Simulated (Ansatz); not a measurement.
Calculated with Ansatz (gas phase, PBE0-D4/def2-TZVP geometries, no zero-point term in ΔE). CBS: MP2 limit from def2 TZ/QZ plus the TZ coupled-cluster correction, frozen cores. Functionals use def2-TZVPP. For Ge outer-core shells are correlated without core-valence functions, which leaves a few kJ/mol of doubt a bond. Scalar relativity is left out up to krypton. One conformer a species, not always the lowest.

`O[SiH](O)S[SiH](O)F` + `Cl[SiH2][NH][GeH3]` → `O[SiH](O)[NH][GeH3]` + `O[SiH](F)S[SiH2]Cl`  (redistribution)

`O[SiH](O)S[SiH](O)F`:

Z-matrix (Å, degrees):
```
Si
O 1 1.647
S 1 2.134 2 111.6
O 1 1.631 2 108.3 3 -118.3
H 1 1.473 2 104.2 3 120.4
H 2 0.961 1 116.3 3 75.4
Si 3 2.138 1 98.4 2 54.9
H 4 0.958 1 118.9 2 149.2
O 7 1.618 3 112.3 1 -42.5
F 7 1.592 3 108.4 1 79.1
H 7 1.470 3 108.5 1 -164.6
H 9 0.967 7 117.8 3 25.0
```

`Cl[SiH2][NH][GeH3]`:

```xyz
10

Cl    1.205   -2.264   -1.274
Si   -0.230   -1.530    0.026
N     0.158   -0.016    0.697
Ge    0.015    1.620   -0.149
H    -1.463   -1.392   -0.778
H    -0.352   -2.538    1.102
H     0.776   -0.022    1.496
H    -0.980    1.412   -1.297
H     1.380    2.081   -0.689
H    -0.510    2.647    0.867
```

`O[SiH](O)[NH][GeH3]`:

Cartesian coordinates in Å:
```
O -1.110 0.451 -1.645
Si 0.143 0.991 -0.737
O 1.467 0.431 -1.538
N -0.002 0.409 0.854
Ge -0.423 -1.317 1.353
H -0.908 0.247 -2.559
H 0.176 2.473 -0.649
H 2.319 0.562 -1.119
H -0.092 1.102 1.580
H 0.401 -1.677 2.602
H -1.921 -1.449 1.683
H -0.049 -2.223 0.175
```

`O[SiH](F)S[SiH2]Cl`:

Cartesian coordinates in Å:
```
O 0.652 -2.646 -0.552
Si -0.185 -1.263 -0.423
F -0.899 -1.141 0.997
S 1.165 0.374 -0.613
Si 0.074 1.884 0.418
Cl -1.795 2.144 -0.388
H 1.469 -2.746 -0.060
H -1.230 -1.291 -1.454
H 0.850 3.127 0.228
H -0.102 1.557 1.847
```

Is it downhill or uphill in electronic energy at CCSD(T)/CBS, and by how much? (Estimate.)

The calculation gave: Uphill: ΔE = +1.5 kcal/mol.

What do these levels give: B2PLYP, PBE0, HF/def2-TZVPP, MP2/def2-TZVPP, CCSD(T)/def2-TZVPP, MP2/def2-QZVPP? (Estimate.)

Computed: B2PLYP 1.8, PBE0 1.9, HF/def2-TZVPP -0.1, MP2/def2-TZVPP 1.7, CCSD(T)/def2-TZVPP 1.6, MP2/def2-QZVPP 1.7 kcal/mol.

Largest T1 diagnostic among the species: 0.012.

In def2-TZVPP, CCSD(T) changes the Hartree–Fock value by +1.7 kcal/mol (the triples alone add +0.5 kcal/mol) and MP2 by +1.9 kcal/mol.
